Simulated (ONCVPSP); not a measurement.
Which change was made? (Mn, ONCV)

Mn, optimised norm-conserving Vanderbilt (ONCV), made with ONCVPSP 4.0.1 (PBE, fully relativistic). Core [Ne], reference 3s2 3p6 3d5 4s1 4p1. Waves: 3s+4s: rc 1.40 bohr, ncon 4, nbas 9, qcut 8 1/bohr, 3 projectors, debl 3 Ha; 3p+4p: rc 1.80 bohr, ncon 5, nbas 9, qcut 6.2 1/bohr, 2 projectors; 3d: rc 1.60 bohr, ncon 4, nbas 8, qcut 8 1/bohr, 3 projectors, debl 2.9 Ha. Local part: polynomial inside 0.95 bohr (lpopt 5, dvloc0 0 Ha). Core correction: Teter function, fcfact 6, rcfact 1.1.

Open shells are filled in proportion to 2j + 1.

Cutoffs, loose and tight: the cutoffs (Ha) at which the residual kinetic energy of the hardest occupied pseudo-wave falls to 1 and 0.1 mHa per electron. They do not see the model core or the augmentation charge, which bear on the density cutoff. Test errors are all-electron minus pseudo excitation energies from the reference, over the configurations 3s2 3p6 3d5 4s2 4p0; 3s2 3p6 3d5 4s1 4p0; 3s2 3p6 3d5 4s0 4p0; 3s2 3p6 3d4 4s0 4p0; variants that change the core or the reference have their own tests. The largest error is taken over the tests solved by every variant that gives reliable tests at all, those not shown here included: 3s2 3p6 3d5 4s0 4p0; 3s2 3p6 3d5 4s1 4p0; 3s2 3p6 3d5 4s2 4p0.

The base gives: outcome: generated; cutoff, loose: 31 Ha; cutoff, tight: 80 Ha; bound ghosts: none; GHOST(+) flags above zero: s; largest test error (meV): +2.7.

Problem. After one change the result is: outcome: generated; cutoff, loose: 24 Ha; cutoff, tight: 27 Ha; bound ghosts: none; GHOST(+) flags above zero: none; largest test error (meV): -13. Which change was it?
A. all radii but the core radius scaled by about 1.33 (s 1.86, p 2.40, d 2.12 bohr); local potential polynomial inside 1.26 bohr (lpopt 5, dvloc0 0 Ha)
B. all radii but the core radius scaled by about 0.89 (s 1.24, p 1.60, d 1.42 bohr); local potential polynomial inside 0.84 bohr (lpopt 5, dvloc0 0 Ha)
C. all radii but the core radius scaled by about 0.80 (s 1.12, p 1.44, d 1.28 bohr); local potential polynomial inside 0.76 bohr (lpopt 5, dvloc0 0 Ha)
D. all radii but the core radius scaled by about 1.15 (s 1.60, p 2.06, d 1.84 bohr); local potential polynomial inside 1.10 bohr (lpopt 5, dvloc0 0 Ha)

Solution. A. The others give: all radii but the core radius scaled by about 1.15 (s 1.60, p 2.06, d 1.84 bohr); local potential polynomial inside 1.10 bohr (lpopt 5, dvloc0 0 Ha) → outcome: generated; cutoff, loose: 27 Ha; cutoff, tight: 30 Ha; bound ghosts: p3/2, p1/2; GHOST(+) flags above zero: none; largest test error (meV): -0.5 | all radii but the core radius scaled by about 0.89 (s 1.24, p 1.60, d 1.42 bohr); local potential polynomial inside 0.84 bohr (lpopt 5, dvloc0 0 Ha) → outcome: generated; cutoff, loose: 74 Ha; cutoff, tight: 118 Ha; bound ghosts: d5/2, d3/2; GHOST(+) flags above zero: d5/2, d3/2; largest test error (meV): +2.6 | all radii but the core radius scaled by about 0.80 (s 1.12, p 1.44, d 1.28 bohr); local potential polynomial inside 0.76 bohr (lpopt 5, dvloc0 0 Ha) → outcome: generated; cutoff, loose: 133 Ha; cutoff, tight: 164 Ha; bound ghosts: d5/2, d3/2; GHOST(+) flags above zero: s; largest test error (meV): +1.9.
